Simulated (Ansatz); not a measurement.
Consider the redistribution: `N[Si](N)(F)F` + `[NH2][GeH2][Si](N)(O)O` → `[NH2][GeH2][Si](N)(F)F` + `N[Si](N)(O)O`.

Program: Ansatz. Geometries: PBE0-D4/def2-TZVP. ΔE: electronic, gas phase. CCSD(T)/CBS adds triple-zeta CCSD(T) − MP2 to the extrapolated MP2 energy (def2 sets, frozen cores). Functionals use def2-TZVPP. B3LYP here is the variant with VWN-RPA as its local correlation; programs differ in this. For Ge outer-core shells are correlated without core-valence functions, which leaves a few kJ/mol of doubt a bond. Scalar relativity is left out up to krypton. One conformer a species, not always the lowest.

`N[Si](N)(F)F`:

```xyz
9

N    -1.138   -0.869   -0.247
Si   -0.180    0.469    0.113
N     1.451    0.056    0.050
F    -0.667    1.603   -0.891
F    -0.382    1.121    1.551
H    -1.002   -1.752    0.213
H    -2.065   -0.765   -0.622
H     1.841   -0.427   -0.741
H     2.142    0.565    0.573
```

`[NH2][GeH2][Si](N)(O)O`:

Z-matrix (Å, degrees):
```
Ge
Si 1 2.386
N 1 1.853 2 104.9
H 1 1.557 2 112.0 3 -123.3
H 1 1.542 2 114.5 3 115.7
O 2 1.645 1 108.5 3 22.9
N 2 1.702 1 107.7 3 144.9
O 2 1.646 1 113.5 3 -92.0
H 3 1.012 1 112.2 2 -55.3
H 3 1.011 1 114.2 2 -178.8
H 6 0.960 2 115.7 1 -84.2
H 7 1.007 2 120.0 1 -30.2
H 7 1.009 2 121.1 1 -177.6
H 8 0.958 2 116.7 1 -63.4
```

`[NH2][GeH2][Si](N)(F)F`:

Z-matrix (Å, degrees):
```
Ge
Si 1 2.373
N 1 1.843 2 106.8
H 1 1.554 2 108.6 3 -123.8
H 1 1.537 2 112.6 3 117.5
F 2 1.591 1 113.9 3 -80.5
N 2 1.689 1 112.0 3 159.0
F 2 1.600 1 106.4 3 33.8
H 3 1.011 1 113.4 2 -49.4
H 3 1.011 1 114.5 2 -174.8
H 7 1.006 2 122.0 1 -44.4
H 7 1.007 2 122.1 1 157.9
```

`N[Si](N)(O)O`:

Z-matrix (Å, degrees):
```
Si
N 1 1.697
O 1 1.647 2 101.9
N 1 1.699 2 112.2 3 -125.3
O 1 1.648 2 115.2 3 119.1
H 2 1.004 1 122.0 3 -9.8
H 2 1.004 1 122.6 3 154.1
H 3 0.958 1 115.5 2 163.0
H 4 1.005 1 122.6 2 69.7
H 4 1.005 1 120.4 2 -134.8
H 5 0.958 1 115.3 2 -30.2
```

```tsv
level	ΔE (eV)
r2SCAN-D4	0.12
B2PLYP	0.10
PBE	0.10
r2SCAN	0.12
B3LYP	0.09
MP2/def2-TZVPP	0.13
CCSD/def2-TZVPP	0.12
MP2/def2-QZVPP	0.12
```

**Question.** What does CCSD(T)/CBS give? (An estimate is asked.)

**Answer.** The calculation gave: +0.11 eV. The listed levels differ from it by 0.01, -0.01, -0.01, 0.01, -0.02, 0.02, 0.01, 0.01 eV.

Largest T1 diagnostic among the species: 0.012.

In def2-TZVPP, CCSD(T) changes the Hartree–Fock value by +0.03 eV (the triples alone add +0.01 eV) and MP2 by +0.03 eV.
